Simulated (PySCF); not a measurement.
Si(OEt)4, C8H20O4Si.
Bonds: Si1–O2, Si1–O10, Si1–O18, Si1–O26, O2–C3, C3–C4, O10–C11, C11–C12, O18–C19, C19–C20, O26–C27, C27–C28. Hydrogens: H5, H6 on C3; H7, H8, H9 on C4; H13, H14 on C11; H15, H16, H17 on C12; H21, H22 on C19; H23, H24, H25 on C20; H29, H30 on C27; H31, H32, H33 on C28.

Computed with PBE0-D3(BJ)/def2-SVP geometry optimisation, gas phase in PySCF 2.14.0.

Problem. List the bond lengths, angles and torsions at this level.

Solution. 
```tsv
bond	length (bohr)
Si1–O2 and 3 like bonds	3.104
O2–C3 and 3 like bonds	2.666
C3–C4 and 3 like bonds	2.854
C3–H5 and 7 like bonds	2.088
C4–H7 and 11 like bonds	2.080
```

Bonds in one row agree within 0.02 bohr and their mean is given. A selection of angles:
```tsv
angle	degrees
O2–Si1–O10	106.5
O2–Si1–O18	115.6
O2–Si1–O26	106.5
Si1–O2–C3	126.1
O2–C3–C4	109.6
Si1–O26–C27	126.6
```

Torsions: O10–Si1–O2–C3 38° (synclinal); O2–Si1–O10–C11 -167° (antiperiplanar); O2–Si1–O18–C19 -75° (synclinal); O2–Si1–O26–C27 -35° (synclinal); Si1–O2–C3–C4 -150°; Si1–O10–C11–C12 161° (antiperiplanar); Si1–O18–C19–C20 -159° (antiperiplanar); Si1–O26–C27–C28 133° (anticlinal). The mirror-image conformer, all signs reversed, is as good.

O2 (oxygen bonded to C and Si) is bent (angle 126.1°). All 4 O–Si bonds measure 1.642 to 1.643 Å. Si1 (silicon bonded to 4 O) is distorted tetrahedral (angles from 106.3° to 115.7°). All 4 C–C bonds measure 1.510 to 1.511 Å. All 4 C–O bonds measure 1.410 to 1.411 Å. Of the pairs four or more bonds apart, O2···H30 is among the closest relative to their van der Waals radii: 2.58 Å, 95 % of the sum of Bondi's values.

Point group: C1 (no symmetry element, even within 0.4 Å). PBE0-D3(BJ)/def2-SVP frequencies: not computed here. One conformer, not necessarily the lowest.
